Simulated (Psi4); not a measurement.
Pair of molecules: CH3F (SMILES CF) (first 5 atoms) with CH2O2 (SMILES O=CO); geometry from B3LYP-D3(BJ)/def2-TZVP.
(charge 0, multiplicity 1):
```json
[
 {"atom": "C", "x (Å)": "0.2135", "y (Å)": "-0.1638", "z (Å)": "0.4718"},
 {"atom": "F", "x (Å)": "0.6490", "y (Å)": "-1.2473", "z (Å)": "1.2661"},
 {"atom": "H", "x (Å)": "-0.5465", "y (Å)": "-0.5410", "z (Å)": "-0.2101"},
 {"atom": "H", "x (Å)": "-0.1908", "y (Å)": "0.5944", "z (Å)": "1.1383"},
 {"atom": "H", "x (Å)": "1.0763", "y (Å)": "0.2085", "z (Å)": "-0.0777"},
 {"atom": "O", "x (Å)": "-0.5200", "y (Å)": "0.9562", "z (Å)": "3.5057"},
 {"atom": "C", "x (Å)": "-0.1836", "y (Å)": "0.1284", "z (Å)": "4.3108"},
 {"atom": "O", "x (Å)": "0.3812", "y (Å)": "-1.0448", "z (Å)": "4.0330"},
 {"atom": "H", "x (Å)": "-0.3038", "y (Å)": "0.2416", "z (Å)": "5.3962"},
 {"atom": "H", "x (Å)": "0.4823", "y (Å)": "-1.1333", "z (Å)": "3.0615"}
]
```

The numbers are results of Psi4 with SAPT0/jun-cc-pV(D+d)Z, not measurements.

Which attractive term is largest, and how does the interaction split up?

electrostatics -11.35, exchange 9.56, induction -3.40, dispersion -2.28, total -7.47 kcal/mol; the largest attraction is electrostatics.
